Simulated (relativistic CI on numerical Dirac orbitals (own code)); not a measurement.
**Sc³⁺ in a cubic cluster: 3p photoemission with charge transfer**

Computed with a charge-transfer multiplet model of a cubic metal-ligand cluster with up to 2 ligand holes, Slater and spin-orbit integrals from Dirac-Coulomb-Breit ions, Slater integrals scaled by 0.9. The ground state mixes d0 with configurations of k ligand holes L, whose averages lie at kΔ + k(k − 1)U_dd/2; a core hole lowers each added d electron by U_cd. 300 K, Lorentzian 0.9 eV and Gaussian 0.8 eV FWHM.

Atomic integrals in eV (Slater integrals scaled, ζ unscaled), ground: F2dd 5.299, F4dd 3.246, zeta_d 0.005; with the core hole: F2dd 5.299, F4dd 3.246, zeta_d 0.012, zeta_core 0.361, F2cd 8.700, G1cd 10.868, G3cd 6.602. Where a configuration has fewer than two d electrons, the dd integrals are those of d2.

Cluster parameters (eV): Δ = 5.4, U_dd = 3.5, U_cd = 3.9, 10Dq(ligand) = 0.1, V(eg) = 2.3, V(t2g) = -1.23, final-state hopping factor = 1.

```csv
Case,n_d,d0,d1L,d2L2,S
10Dq = 0.9 eV,0.46,0.59,0.36,0.05,0.00
10Dq = 1.2 eV,0.46,0.59,0.35,0.05,0.00
10Dq = 1.5 eV,0.45,0.60,0.35,0.05,0.00
```

Weights, n_d and S are thermal averages at 300 K. Binding energies count from the first peak over 30 % of the highest in each spectrum, which can be another peak from case to case. The parameters are a model scan and need not match a compound or its usual spin state. Peaks in eV (height, largest 100):
- 10Dq = 0.9 eV: 0.0 (100), 3.2 (8), 5.9 (7), 9.4 (10)
- 10Dq = 1.2 eV: 0.0 (100), 3.1 (9), 6.1 (7), 9.5 (10)
- 10Dq = 1.5 eV: 0.0 (100), 3.0 (10), 6.2 (6), 9.5 (9)

Curve for 10Dq = 0.9 eV (points under 2 left out, the grid thinned):

```json
{"E (eV)": "-3.6", "Intensity": "2.4"}
{"E (eV)": "-3.3", "Intensity": "2.8"}
{"E (eV)": "-2.9", "Intensity": "3.7"}
{"E (eV)": "-2.6", "Intensity": "4.6"}
{"E (eV)": "-2.3", "Intensity": "5.9"}
{"E (eV)": "-2.0", "Intensity": "7.9"}
{"E (eV)": "-1.6", "Intensity": "12.7"}
{"E (eV)": "-1.3", "Intensity": "19.7"}
{"E (eV)": "-1.0", "Intensity": "32.7"}
{"E (eV)": "-0.6", "Intensity": "63.6"}
{"E (eV)": "-0.3", "Intensity": "89.1"}
{"E (eV)": "0.0", "Intensity": "100.0"}
{"E (eV)": "0.4", "Intensity": "82.2"}
{"E (eV)": "0.7", "Intensity": "57.3"}
{"E (eV)": "1.0", "Intensity": "35.7"}
{"E (eV)": "1.3", "Intensity": "21.8"}
{"E (eV)": "1.7", "Intensity": "12.6"}
{"E (eV)": "2.0", "Intensity": "9.4"}
{"E (eV)": "2.3", "Intensity": "8.0"}
{"E (eV)": "2.7", "Intensity": "7.8"}
{"E (eV)": "3.0", "Intensity": "8.2"}
{"E (eV)": "3.3", "Intensity": "8.2"}
{"E (eV)": "3.6", "Intensity": "7.6"}
{"E (eV)": "4.0", "Intensity": "6.4"}
{"E (eV)": "4.3", "Intensity": "5.9"}
{"E (eV)": "4.6", "Intensity": "5.5"}
{"E (eV)": "5.0", "Intensity": "5.5"}
{"E (eV)": "5.3", "Intensity": "6.1"}
{"E (eV)": "5.6", "Intensity": "6.8"}
{"E (eV)": "6.0", "Intensity": "7.0"}
{"E (eV)": "6.3", "Intensity": "6.3"}
{"E (eV)": "6.6", "Intensity": "5.1"}
{"E (eV)": "6.9", "Intensity": "3.9"}
{"E (eV)": "7.3", "Intensity": "2.9"}
{"E (eV)": "7.6", "Intensity": "2.6"}
{"E (eV)": "7.9", "Intensity": "2.6"}
{"E (eV)": "8.3", "Intensity": "3.5"}
{"E (eV)": "8.6", "Intensity": "5.1"}
{"E (eV)": "8.9", "Intensity": "7.3"}
{"E (eV)": "9.3", "Intensity": "9.5"}
{"E (eV)": "9.6", "Intensity": "9.2"}
{"E (eV)": "9.9", "Intensity": "7.4"}
{"E (eV)": "10.2", "Intensity": "5.2"}
{"E (eV)": "10.6", "Intensity": "3.0"}
{"E (eV)": "10.9", "Intensity": "2.0"}
```

A d0 ion has no d-d gap: its lowest excitations are ligand-to-metal charge transfer. With the core hole the average of the configuration with one ligand hole lies at Δ − U_cd = 1.5 eV before mixing: the effective hopping of about 5.3 eV (from the holes of the mixed ground state) is comparable with this gap or larger, so the configurations mix strongly.
